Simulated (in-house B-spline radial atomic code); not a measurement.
Ionisation energies with and without relativity, with size and susceptibility from the Dirac run. Dirac energy differences include first-order Breit, QED and recoil terms. NIST's values go from ground level to ground level; the uncertainty of those that are theory runs from under 0.1 % in few-electron ions to several per cent in heavy many-electron ones. Computed with a radial B-spline atomic code at the basis-set limit: non-relativistic Hartree-Fock and Dirac-Hartree-Fock, averages of the configuration (point nuclei without relativity, finite nuclei with it).

| ion | configuration | configuration after | ionisation non-relativistic (eV) | ionisation Dirac Breit and QED (eV) | tabulated value (eV) | tabulated kind | radius at density 0.001 (bohr) | diamagnetic susceptibility (10⁻⁶ cm³/mol) |
| --- | --- | --- | --- | --- | --- | --- | --- | --- |
| Ca4+ | [Ne] 3s2 3p4 | [Ne] 3s2 3p3 | 85.29 | 85.32 | 84.34 | semi-empirical | 2.655 | -8.0547 |
| Zn4+ | [Ar] 3d8 | [Ar] 3d7 | 83.84 | 83.31 | 82.6 | semi-empirical | 2.359 | -8.4729 |
| Kr4+ | [Ar] 3d10 4s2 4p2 | [Ar] 3d10 4s2 4p1 | ? | ? | ? | semi-empirical | ? | ? |
| Nb4+ | [Kr] 4d1 | [Ar] 3d10 4s2 4p6 | 49.93 | 49.37 | 50.5728 | measured | 2.998 | -16.598 |
| Ru4+ | [Kr] 4d4 | [Kr] 4d3 | 58.88 | 58.22 | 59 | tabulated theory | 2.994 | -17.934 |
| Ag4+ | [Kr] 4d7 | [Kr] 4d6 | 67.68 | 66.89 | 65 | tabulated theory | 2.873 | -18.123 |
| Ba4+ | [Kr] 4d10 5s2 5p4 | [Kr] 4d10 5s2 5p3 | ? | ? | ? | tabulated theory | ? | ? |
| Pb4+ | [Xe] 4f14 5d10 | [Xe] 4f14 5d9 | 70.17 | 68.34 | 68.8 | semi-empirical | 2.978 | -26.743 |

Problem. Fill in the row of Kr4+.

Solution. ionisation non-relativistic (eV): 62.30; ionisation Dirac Breit and QED (eV): 62.48; tabulated value (eV): 64.69; radius at density 0.001 (bohr): 3.071; diamagnetic susceptibility (10⁻⁶ cm³/mol): -13.637.

Problem. Fill in the row of Ba4+.

Solution. ionisation non-relativistic (eV): 58.59; ionisation Dirac Breit and QED (eV): 59.08; tabulated value (eV): 58; radius at density 0.001 (bohr): 3.407; diamagnetic susceptibility (10⁻⁶ cm³/mol): -26.585.
